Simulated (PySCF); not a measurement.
TaF₂ + H₂O → H₂TaO + F₂

Level: PBE0 in the def2-TZVP basis family, computed in PySCF with density fitting; scalar-relativistic core potentials for atoms from Rb on, none lighter, no spin–orbit coupling; open shells unrestricted.

```
species                                                              state and structure      E (Eh)  ZPE (kJ/mol)  H(298 K) − H(0) (kJ/mol)  S° (J/(mol K))
   TaF₂                                                  quartet, D∞h, Ta–F 1.880 Å (×2)  -256.64760           8.4                      13.8           297.7
    H₂O                                     singlet, C2v, O–H 0.960 Å (×2); H–O–H 105.1°   -76.37736          56.5                       9.9           188.7
  H₂TaO  doublet, Cs, Ta–H 1.785 Å (×2), Ta–O 1.694 Å; H–Ta–H 118.4°, H–Ta–O 104.7° (×2)  -133.35792          39.2                      11.3           274.6
     F₂                                                        singlet, D∞h, F–F 1.376 Å  -199.40856           6.6                       8.7           201.9
```

Task: What is the electronic reaction energy?

Result: At PBE0/def2-TZVP, ΔE = 678.6 kJ/mol from the differences of the total energies times 2625.5, uphill. 

Task: Add zero-point, thermal and entropy terms for 298.15 K and 1 bar.

Result: ΔZPE = -19.1 and Δ[H(298) − H(0)] = -3.7 kJ/mol give ΔH° = 655.8 kJ/mol. ΔS° = -9.9 J/(mol K), so ΔG° = 655.8 − 298.15 × (-0.0099) = 659 kJ/mol.

Spin–orbit coupling can matter for TaF₂, H₂TaO and is left out. Open d or f shells are single determinants, so the state found may not be the ground state. The structures come from searches over a few start shapes, so lower isomers are not excluded.
